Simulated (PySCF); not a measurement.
CH3ClSn, neutral, multiplicity 1. Atoms are numbered in the order given.

```xyz
6

Sn     0.4294     0.4105     0.0000
Cl    -0.3393    -1.8859     0.0000
C     -1.6247     1.2419     0.0000
H     -1.6306     2.3432     0.0000
H     -2.1618     0.8708    -0.8890
H     -2.1618     0.8708     0.8890
```
Charge 0, spin multiplicity 1.

Geometry: B3LYP-D3(BJ)/def2-SVP. The def2 effective core potentials stand for the cores of Sn; spin–orbit coupling is left out.

All values below come from CAM-B3LYP/def2-TZVPD (PySCF).

Mulliken values depend strongly on the basis, most of all with diffuse functions as here. ESP charges are fitted to the potential on shells at 1.4 to 2.0 van der Waals radii. Atomic charges (e):

| atom | ESP fit | Mulliken |
|---|---|---|
| Sn1 | ? | 0.77 |
| Cl2 | ? | -0.47 |
| C3 | ? | -1.15 |
| H4 | ? | 0.30 |
| H5 | ? | 0.27 |
| H6 | ? | 0.27 |

Task: What belongs in the gaps? (The exact figures need the calculation; the answer reports its results.)

Result: 
- Sn1, ESP fit: 0.28
- Cl2, ESP fit: -0.30
- C3, ESP fit: 0.11
- H4, ESP fit: -0.05
- H5, ESP fit: -0.02
- H6, ESP fit: -0.02
